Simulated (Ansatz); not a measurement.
`[CH3][Ge]([F])([F])[F]` → `[F][Ge][F]` + `CF` at 500 K and 1 bar (germylene formation by 1,1-elimination).

Gas-phase electronic energies from Ansatz, PBE0-D4/def2-TZVP geometries. CBS: MP2 limit from def2 TZ/QZ plus the TZ coupled-cluster correction, frozen cores. This one scheme is used for every species. For Ge outer-core shells are correlated without core-valence functions, which leaves a few kJ/mol of doubt a bond. Scalar relativity is left out up to krypton.

| species | CCSD(T)/CBS energy (Eh) | H − E (kJ/mol) | S (J/(mol·K)) |
| --- | --- | --- | --- |
| `[CH3][Ge]([F])([F])[F]` | -2415.48494 | 158.8 | 395.1 |
| `[F][Ge][F]` | -2275.77030 | 31.8 | 297.3 |
| `CF` | -139.63461 | 122.2 | 244.8 |

H − E and S are ideal-gas, rigid-rotor, harmonic terms from PBE0-D4/def2-TZVP. 1 Eh = 2625.50 kJ/mol, R = 8.31446 J/(mol·K).

**Question.** By hand: ΔE, ΔH, ΔS and ΔG.

**Answer.** ΔE = (-2275.77030) + (-139.63461) − (-2415.48494) = 0.08003 Eh = 210.1 kJ/mol. Δ(H − E) = 31.8 + 122.2 − 158.8 = -4.8, so ΔH = 205.3 kJ/mol. ΔS = 297.3 + 244.8 − 395.1 = 147.0 J/(mol·K). ΔG = 205.3 − 500 × (147.0)/1000 = 131.8 kJ/mol.

**Question.** By hand: the equilibrium constant, and the temperature at which ΔG would vanish if ΔH and ΔS stayed fixed.

**Answer.** log₁₀ K = −ΔG/(RT ln 10) = -13.8. ΔG = 0 at ΔH/ΔS = 1397 K.

The number of gas molecules changes by +1, which sets the sign of ΔS. A doubt of 5 kJ/mol in ΔE shifts log₁₀ K by 0.5 here. These are equilibria of isolated gas molecules and say nothing of rates. Largest T1 diagnostic: 0.015 (customary marks: 0.02 for closed shells, 0.045 for open ones).
